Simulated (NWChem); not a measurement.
BNH3F; SMILES NBF

```xyz
6

B     -0.4892     0.0627     0.0000
H     -1.6842     0.1000     0.0000
F      0.2018     1.2145     0.0000
N      0.1975    -1.1545     0.0000
H      1.2071    -1.2167     0.0000
H     -0.2752    -2.0459     0.0000
```
Atoms are numbered in this order, from 1.

All runs use the structure optimised with B3LYP/6-31G* (spherical d).

Symmetry labels are those of Cs in the frame above (b1 and b2, or b-type labels, depend on it).

Question: List the 6 lowest vertical singlet excitations from BHandHLYP/6-31+G* (spherical d), full TDDFT (NWChem).

Answer: 
```csv
state,energy (eV),oscillator strength,symmetry,leading excitation (squared amplitude)
S1,7.49,0.060,a",HOMO → LUMO (0.95)
S2,8.74,0.000,a",HOMO → LUMO+2 (0.83)
S3,8.80,0.122,a',HOMO → LUMO+1 (0.88)
S4,9.19,0.005,a",HOMO → LUMO+3 (0.88)
S5,9.30,0.036,a",HOMO−1 → LUMO+1 (0.66)
S6,9.66,0.004,a',HOMO−1 → LUMO (0.60)
```
